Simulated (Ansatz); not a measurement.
Ansatz (an electronic-structure program) input (B3LYP-D3(BJ)/def2-TZVP):

Ansatz 0.2 input:
```yaml
crystal:
  periodic: [false, false, false]
  atoms:
    - {symbol: La, position_ang: [0.33194215, -0.00544497, 0.39475573]}
    - {symbol: Cl, position_ang: [1.10912084, 0.37139276, -2.05737927]}
    - {symbol: Cl, position_ang: [-2.22210335, -0.35313609, 0.73378653]}
basis:
  gaussian:
    orbitals: def2-TZVP
hamiltonian:
  xc: b3lyp
  dispersion: d3bj
magnetization: {spin_polarized: true, initial_magnetization: 1}
phonons: {temperatures: {t_min: 298.15, t_max: 298.15, t_step: 100}}
```

Output:

```
Functional definition: B3LYP
integrals: 0.05 GiB planned
873 factors; their error is unknown
mean field: 0.53 GiB planned
mean field evaluation 1: about -25908.1732 eV, gradient 2.0e1 eV
mean field evaluation 2: about -25903.8321 eV, gradient 3.5e1 eV
mean field evaluation 4: about -25910.4114 eV, gradient 1.6e0 eV
mean field evaluation 8: about -25910.4300 eV, gradient 5.8e-2 eV
mean field evaluation 16: about -25910.4980 eV, gradient 2.8e-4 eV
mean field evaluation 32: about -25910.0722 eV, gradient 4.0e-6 eV
mean field -25910.49802314 eV, -952.1932395842 hartree, gradient 2.7e-6 eV, S^2 0.750667; 8 other end points of the search recorded, 0 dependent functions left out
the calculation of the forces begins
reference -25910.49826516 eV, -952.1932484782 hartree; 23, 22 occupied and 91, 92 virtual orbitals, 873 factors
these checks for a lower state are left out or cut short: stability, starts, cluster_reference, orbital_swaps, neighbouring_geometries, increment
integrals: 0.05 GiB planned
873 factors; their error is unknown
mean field: 0.53 GiB planned
mean field evaluation 64: about -25910.4980 eV, gradient 6.4e-5 eV
mean field -25910.49800519 eV, -952.1932389244 hartree, gradient 2.0e-6 eV, S^2 0.750668; 0 other end points of the search recorded, 0 dependent functions left out
the calculation of the forces begins
reference -25910.49824720 eV, -952.1932478179 hartree; 23, 22 occupied and 91, 92 virtual orbitals, 873 factors
these checks for a lower state are left out or cut short: stability, starts, cluster_reference, orbital_swaps, neighbouring_geometries, increment
integrals: 0.05 GiB planned
873 factors; their error is unknown
mean field: 0.53 GiB planned
mean field -25910.49799612 eV, -952.1932385912 hartree, gradient 2.0e-6 eV, S^2 0.750667; 0 other end points of the search recorded, 0 dependent functions left out
the calculation of the forces begins
reference -25910.49823815 eV, -952.1932474855 hartree; 23, 22 occupied and 91, 92 virtual orbitals, 873 factors
these checks for a lower state are left out or cut short: stability, starts, cluster_reference, orbital_swaps, neighbouring_geometries, increment
integrals: 0.05 GiB planned
873 factors; their error is unknown
mean field: 0.53 GiB planned
mean field -25910.49805341 eV, -952.1932406965 hartree, gradient 1.8e-6 eV, S^2 0.750667; 0 other end points of the search recorded, 0 dependent functions left out
the calculation of the forces begins
reference -25910.49829543 eV, -952.1932495906 hartree; 23, 22 occupied and 91, 92 virtual orbitals, 873 factors
these checks for a lower state are left out or cut short: stability, starts, cluster_reference, orbital_swaps, neighbouring_geometries, increment
integrals: 0.05 GiB planned
873 factors; their error is unknown
mean field: 0.53 GiB planned
mean field -25910.49798593 eV, -952.1932382164 hartree, gradient 2.8e-6 eV, S^2 0.750667; 0 other end points of the search recorded, 0 dependent functions left out
the calculation of the forces begins
reference -25910.49822794 eV, -952.1932471103 hartree; 23, 22 occupied and 91, 92 virtual orbitals, 873 factors
these checks for a lower state are left out or cut short: stability, starts, cluster_reference, orbital_swaps, neighbouring_geometries, increment
integrals: 0.05 GiB planned
873 factors; their error is unknown
mean field: 0.53 GiB planned
mean field -25910.49798484 eV, -952.1932381765 hartree, gradient 1.4e-6 eV, S^2 0.750667; 0 other end points of the search recorded, 0 dependent functions left out
the calculation of the forces begins
reference -25910.49822686 eV, -952.1932470708 hartree; 23, 22 occupied and 91, 92 virtual orbitals, 873 factors
these checks for a lower state are left out or cut short: stability, starts, cluster_reference, orbital_swaps, neighbouring_geometries, increment
integrals: 0.05 GiB planned
873 factors; their error is unknown
mean field: 0.53 GiB planned
mean field evaluation 96: about -25910.4298 eV, gradient 9.1e-2 eV
mean field -25910.49803152 eV, -952.1932398919 hartree, gradient 1.5e-6 eV, S^2 0.750668; 0 other end points of the search recorded, 0 dependent functions left out
the calculation of the forces begins
reference -25910.49827353 eV, -952.1932487856 hartree; 23, 22 occupied and 91, 92 virtual orbitals, 873 factors
Total energy: -25910.70251509 eV, -952.2007545247 hartree
Atom 0 at     0.331942    -0.005445     0.394756 Å, force    -0.000925     0.000015    -0.001100 eV/Å
Atom 1 at     1.109121     0.371393    -2.057379 Å, force    -0.000025    -0.000114     0.000958 eV/Å
Atom 2 at    -2.222103    -0.353136     0.733787 Å, force     0.000949     0.000098     0.000142 eV/Å
Dipole moment:     0.670117    -0.010992     0.796923 e Å
Vibrations: 62.29 316.16 320.24 cm⁻¹, zero-point energy 0.043313 eV
```

The spin state was set by rule; other spins were not relaxed.
